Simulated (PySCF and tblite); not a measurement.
C₇H₁₄N₂, numbered as in [CH2:1]=[CH:2]/[C:3](=[CH:4]\[N:5]([CH3:6])[CH3:7])[CH2:8][NH2:9].

Geometries GFN2-xTB; weights from PBE0-D3(BJ)/6-31G* energies and GFN2-xTB thermal corrections, with symmetry numbers and mirror pairs. Conformers within 3 kcal/mol (GFN2-xTB free energy) were kept, 10 at most. GIAO shieldings: PBE0/6-31G*. Shifts are against TMS (¹H), TMS (¹³C), NH3 (¹⁵N) at the same level; of two unlike H on one atom, a is the less shielded. Programs: PySCF with density fitting and tblite.

Problem. What shifts does this protocol give at 298.15 K under fast conformational exchange?

Solution. ¹H: 6.78 (H2, 1H), 6.01 (H4, 1H), 5.02 (H1a, 1H), 4.91 (H1b, 1H), 3.46 (H8, 2H), 2.80 (H6/H7, 6H) ppm. ¹³C: 134.1 (C4), 127.7 (C2), 108.2 (C3), 103.2 (C1), 47.4 (C8), 43.6 (C6/C7) ppm. ¹⁵N: 51.4 (N5), 30.1 (N9) ppm.

Problem. How do the conformers differ?

Solution. Torsions listed: C1–C2–C3–C8, C3–C4–N5–C6, C2–C3–C8–N9, C3–C8–N9–H9. Of a mirror pair one member is shown.
```tsv
conformer	shape	weight %
1	21°, 39°, 62°, -59°	45.1
2	21°, -171°, -79°, -59°	14.8
3	-21°, -36°, -155°, -178°	12.9
4	-16°, 171°, 90°, -59°	10.2
5	-18°, -47°, -166°, -62°	9.1
```

Not shown: 5 more, 7.9 % in all.

```json
{"signal": "H1a", "1": "4.89", "2": "6.13", "3": "4.47", "4": "4.85", "5": "4.84", "average": "5.02"}
{"signal": "H1b", "1": "4.95", "2": "5.08", "3": "4.68", "4": "4.76", "5": "4.86", "average": "4.91"}
{"signal": "H2", "1": "6.72", "2": "6.79", "3": "6.96", "4": "6.80", "5": "6.91", "average": "6.78"}
{"signal": "H4", "1": "5.90", "2": "5.82", "3": "6.90", "4": "5.89", "5": "5.73", "average": "6.01"}
{"signal": "H6/H7", "1": "2.77", "2": "2.79", "3": "2.90", "4": "2.83", "5": "2.77", "average": "2.80"}
{"signal": "H8", "1": "3.38", "2": "3.56", "3": "3.63", "4": "3.36", "5": "3.60", "average": "3.46"}
{"signal": "C1", "1": "102.8", "2": "108.0", "3": "100.6", "4": "100.4", "5": "103.0", "average": "103.2"}
{"signal": "C2", "1": "127.0", "2": "127.9", "3": "129.3", "4": "128.7", "5": "128.1", "average": "127.7"}
{"signal": "C3", "1": "109.0", "2": "108.3", "3": "102.4", "4": "110.5", "5": "111.4", "average": "108.2"}
{"signal": "C4", "1": "134.1", "2": "134.5", "3": "134.5", "4": "134.4", "5": "132.1", "average": "134.1"}
{"signal": "C6/C7", "1": "43.6", "2": "43.2", "3": "44.0", "4": "43.3", "5": "44.3", "average": "43.6"}
{"signal": "C8", "1": "46.7", "2": "51.5", "3": "44.6", "4": "49.7", "5": "44.5", "average": "47.4"}
{"signal": "N5", "1": "51.2", "2": "50.8", "3": "53.9", "4": "53.0", "5": "47.4", "average": "51.4"}
{"signal": "N9", "1": "28.1", "2": "36.8", "3": "26.0", "4": "45.9", "5": "15.7", "average": "30.1"}
```

Problem. Which signal moves most, for its nucleus, between 220 and 380 K through the change of populations alone?

Solution. H4: 5.98 ppm at 220 K, 6.00 ppm at 260 K, 6.01 ppm at 298.15 K, 6.02 ppm at 340 K, 6.03 ppm at 380 K.

Rotation about the C–N or B–N bond may be slow on the NMR time scale, and the averages treat it as fast. H on N, O and S are left out: they exchange, and hydrogen bonds move them by several ppm. Unscaled ¹⁵N shifts at such levels can be off by tens of ppm; differences between conformers or isomers are more reliable. Shifts are unscaled: against experiment ¹³C can be off by 15 ppm or more and ¹H by 0.8 ppm. For its torsions the set is small; conformers may be missing.


¹⁵N shifts are against a computed isolated NH3 molecule, about 20 ppm from the liquid.